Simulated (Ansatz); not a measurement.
Species: GaO2H3, charge 0, singlet. GaO2H3 (SMILES [GaH]([OH])[OH]).
B3LYP-D3(BJ)/def2-TZVP minimum from Ansatz (a program for electronic structure):
```
Ga
O 1 1.7869
H 2 0.9633 1 112.93
O 1 1.7968 2 112.40 3 0.00
H 4 0.9617 1 115.19 2 180.00
H 1 1.5468 2 121.51 3 -180.00
```
Charge 0, spin multiplicity 1.

Total energies in cc-pVTZ, 18 correlated electrons, 16 frozen orbitals. Open shells are spin-unrestricted; no spin-orbit coupling. Cores are frozen in correlated methods (noble-gas shells, and filled d and f shells in the p block). No relativity.

```csv
method,program,energy (Eh),minus CCSDT(Q) (mEh)
HF,Ansatz,-2074.87789,605.91
MP2,Ansatz,-2075.45374,30.06
CCSD,Ansatz,-2075.46209,21.72
CCSD(T),Ansatz,-2075.48241,1.39
CCSDT(Q),Ansatz,-2075.48380,0.00
```

Rough core times of Ansatz's runs on a shared machine: CCSD(T) under 20 s, CCSDT(Q) 70 min.
